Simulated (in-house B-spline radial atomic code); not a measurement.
Ca⁺. Computed with a B-spline radial atomic code. Model: non-relativistic spherical atom: semilocal Troullier-Martins pseudo-atom, one channel per l, against all electrons, high spin, G0W0 and RPA with empty states to l = 8, local potential for every l without a channel, a model core (radius 0 = none) keeps its share of the functional.

What the tables leave out is listed at the end.

The pseudopotential gives back the lowest level of each angular momentum of its own functional in the configuration it was made in; a second state of the same l is only approximately right. Exact exchange, RPA and GW see the smooth pseudo-orbitals and miss the exchange with the core, for which the functional's share stands in. The column with an uncorrelated core keeps all orbitals and exact exchange, and so separates missing core correlation from pseudisation. Only the three outermost levels and the lowest empty one were computed. RPA here is direct RPA, with no exchange kernel, and its energies carry an (l + 1/2)⁻⁴ tail. A hybrid on a potential with a model core restores only its own semilocal share of the core's exchange.

Command:
```bash
python run_psgw.py task.json out
```
Settings (lengths in bohr, energies in hartree):
```
Z                      20
electrons              19
configuration          [Ar] 4s1
generated_in           [Ar] 4s2
functional             pbe,pbe
core_shells            3
radius_factor          0.9
core_correction        False
ion_configuration      [Ne] 3s2 3p6
```

Run time, properties included: 28 s on 1 thread of Arm Neoverse V2, on a shared host.

Given: made with PBE; model core radius 0 bohr; local radius 1.095 bohr; mean-field start PBE.

Valence shells of the generating configuration: 3s, 3p, 4s.

Channel: s 0.907, p 0.944, d 2.16 (radii in bohr).

Computed: largest level miss in the spin-unpolarised generating configuration 0.024 eV; valence RPA correlation energy all-electron orbitals -0.50505 hartree; all-electron RPA polarisability, core included 47.099 bohr³; pseudo-atom RPA polarisability 46.436 bohr³; ionisation by mean-field pseudo minus all 0.062 eV; ionisation by RPA all-electron 12.44 eV; ionisation by RPA pseudo minus all 0.057 eV.

```csv
level,occupied,mean-field all-electron (eV),mean-field pseudo minus all (eV),G0W0 all-electron (eV),G0W0 uncorrelated core minus all (eV),G0W0 pseudo minus all (eV),exchange self-energy all-electron (eV),exchange self-energy pseudo (eV)
4s up,1,-9.3035,-0.046,-12.315,0.013,-0.07,-8.2971,-7.9085
3d up (empty),0,-8.6167,-0.019,-4.407,0.063,-0.012,-7.4205,-6.692
```

What is the valence RPA correlation energy pseudo?

-0.54407 hartree.

What is the ionisation by mean-field all-electron?

11.99 eV.

Given: mean-field start PBE0.

Computed: valence RPA correlation energy pseudo -0.5021 hartree; all-electron RPA polarisability, core included 39.667 bohr³; pseudo-atom RPA polarisability 39.165 bohr³; ionisation by mean-field all-electron 11.875 eV; ionisation by mean-field pseudo minus all 0.058 eV; ionisation by RPA all-electron 12.235 eV.

```tsv
level	occupied	mean-field all-electron (eV)	mean-field pseudo minus all (eV)	G0W0 all-electron (eV)	G0W0 uncorrelated core minus all (eV)	G0W0 pseudo minus all (eV)	exchange self-energy all-electron (eV)	exchange self-energy pseudo (eV)
4s up	1	-9.9147	-0.047	-12.285	0.014	-0.068	-8.1837	-7.8234
4s down (empty)	0	-7.3449	-0.042	-6.2355	0.012	-0.045	-1.4253	-1.0247
```

What is the valence RPA correlation energy all-electron orbitals?

-0.46641 hartree.

What is the ionisation by RPA pseudo minus all?

0.06 eV.

Given: mean-field start Hartree-Fock.

Computed: valence RPA correlation energy all-electron orbitals -0.38791 hartree; valence RPA correlation energy pseudo -0.41591 hartree; all-electron RPA polarisability, core included 29.26 bohr³; ionisation by mean-field all-electron 11.315 eV; ionisation by mean-field pseudo minus all 0.049 eV; ionisation by RPA pseudo minus all 0.057 eV.

| level | occupied | mean-field all-electron (eV) | mean-field pseudo minus all (eV) | G0W0 all-electron (eV) | G0W0 uncorrelated core minus all (eV) | G0W0 pseudo minus all (eV) | exchange self-energy all-electron (eV) | exchange self-energy pseudo (eV) |
| --- | --- | --- | --- | --- | --- | --- | --- | --- |
| 4s up | 1 | -11.337 | -0.049 | -12.126 | 0.012 | -0.053 | -7.7657 | -7.4777 |
| 3p down | 1 | -42.975 | -0.111 | -42.967 | 0.137 | -0.068 | -31.306 | -28.084 |
| 3p up | ? | ? | ? | ? | ? | ? | ? | ? |
| 4s down (empty) | 0 | -4.9695 | -0.027 | -5.9062 | 0.008 | -0.032 | -0.78087 | -0.57721 |

What belongs in the row 3p up?

occupied: 1; mean-field all-electron (eV): -43.1; mean-field pseudo minus all (eV): -0.125; G0W0 all-electron (eV): -43.075; G0W0 uncorrelated core minus all (eV): 0.134; G0W0 pseudo minus all (eV): -0.079; exchange self-energy all-electron (eV): -31.359; exchange self-energy pseudo (eV): -28.168.

What is the ionisation by RPA all-electron?

11.984 eV.

What is the pseudo-atom RPA polarisability?

28.968 bohr³.

Among the listed levels the largest G0W0 shift of the pseudo-atom is -0.08 eV, for 3p up on the Hartree-Fock start, while leaving the core uncorrelated moves that level by +0.13 eV. The rest, -0.21 eV, comes from pseudisation and the lost core exchange. Not in the tables (levels of low weight, unsolved or above zero; the highest and the empty levels are kept at any weight): on PBE the G0W0 levels 3p down (pseudo minus all -0.10 eV, weights 0.35 and 0.37), 3p up (pseudo minus all -0.11 eV, weights 0.35 and 0.37); on PBE0 the G0W0 levels 3p down (pseudo minus all -0.15 eV, weights 0.74 and 0.75), 3p up (pseudo minus all -0.16 eV, weights 0.73 and 0.74).
